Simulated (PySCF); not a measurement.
Molecule: `O=C(Cl)c1cccs1`, C₅H₃ClOS.

Geometry:
```tsv
atom	x (Å)	y (Å)	z (Å)
O1	3.299	1.369	0.906
C2	2.737	0.494	0.329
Cl3	3.650	-0.890	-0.341
C4	1.304	0.404	0.082
C5	0.567	-0.558	-0.581
C6	-0.813	-0.258	-0.601
C7	-1.097	0.922	0.048
S8	0.296	1.676	0.683
H9	1.027	-1.438	-1.029
H10	-1.571	-0.884	-1.072
H11	-2.074	1.387	0.182
```

Geometry PBE0-D3(BJ)/def2-SVP throughout; GIAO in PySCF 2.14.0 with density-fitted response routines, gas phase, one conformer, non-relativistic; equivalent atoms averaged; basis pcSseg-1.

Problem. How do the absolute shieldings σ depend on the functional? (a selection of nuclei; ppm; last column core-seconds on 1 thread of an Intel Xeon Platinum 8259CL, shared host; the GGAs took longer than the global hybrids here, which isn't the general rule, and the cause wasn't traced)

Solution. 
```
functional                    kind      O1    C2    C7    C4    C6    Cl3     H9    H11    H10  core-s
        HF            Hartree–Fock  -215.7  24.1  34.7  49.4  61.3  618.8  23.36  23.67  24.57      18
       PBE                     GGA  -197.1  16.9  38.4  36.3  49.0  487.5  23.31  23.76  24.08      59
     B3LYP           global hybrid  -210.3  12.2  31.5  32.5  46.5  503.4  23.45  23.87  24.32      36
  mPW1PW91           global hybrid  -209.3  18.1  36.5  38.9  51.1  520.6  23.29  23.67  24.15      34
 CAM-B3LYP  range-separated hybrid  -217.1  12.8  30.4  33.5  47.9  515.1  23.32  23.69  24.25      44
   wB97X-D  range-separated hybrid  -211.1  17.7  35.4  38.9  51.7  523.1  23.32  23.68  24.23      40
```

Problem. Which nucleus among those listed moves most, in ppm?

Solution. Cl3 (chlorine bonded to C): from 487.5 ppm with PBE to 618.8 ppm with HF. The smallest spread is 0.16 ppm, at H9. Proton shifts span only some 12 ppm, so a few tenths of a ppm matter as much there as several ppm in carbon.
